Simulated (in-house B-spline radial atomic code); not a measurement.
Ionising Br V (Br4+) with different functionals

Computed with a B-spline radial code for spherical atoms: non-relativistic Hamiltonian, point nucleus, spin-polarised at highest spin, spherical fractional occupations for the functionals, and exact exchange of hybrids averaged over the configuration. The ionisation energy is the difference of two self-consistent energies, [Ar] 3d10 4s2 4p1 → [Ar] 3d10 4s2, without Breit or QED terms; ε is the level of the shell that loses the electron (its least bound occupied spin orbital). There is no spin-orbit coupling in this Hamiltonian.

| method | rung | ΔSCF (eV) | -ε(4p) (eV) |
| --- | --- | --- | --- |
| PBE0 | global hybrid | 58.98 | 54.47 |
| B3LYP | global hybrid | 59.19 | 54.24 |
| TPSSh | global hybrid | 58.89 | 53.52 |
| M06-2X | global hybrid | 58.75 | 56.36 |
| BHandHLYP | global hybrid | 59.03 | 55.99 |
| r2SCAN0 | global hybrid | 58.99 | 54.63 |
| B97-1 | global hybrid | 58.84 | 54.06 |
| HSE06 | range-separated hybrid | 59.04 | 54.04 |
| wB97X | range-separated hybrid | 58.95 | 56.94 |
| CAM-B3LYP | range-separated hybrid | 59.24 | 56.10 |
| LC-wPBE | range-separated hybrid | 59.21 | 57.68 |

Problem. Among the functionals, which spreads more, the ΔSCF values or the orbital energies?

Solution. The orbital energies: ΔSCF values span about 0.50 eV and the orbital energies 4.16 eV; here energy differences depend much less on the functional than eigenvalues do.

Problem. How do they compare with the NIST value?

Solution. NIST lists 59.59 eV ± 0.025 (measured, ground level to ground level). Errors run from -0.85 to -0.35 eV; CAM-B3LYP is closest (-0.35 eV), but part of that can be cancellation, since the calculations leave out relativity, Breit-QED terms, multiplet and fine-structure energies.
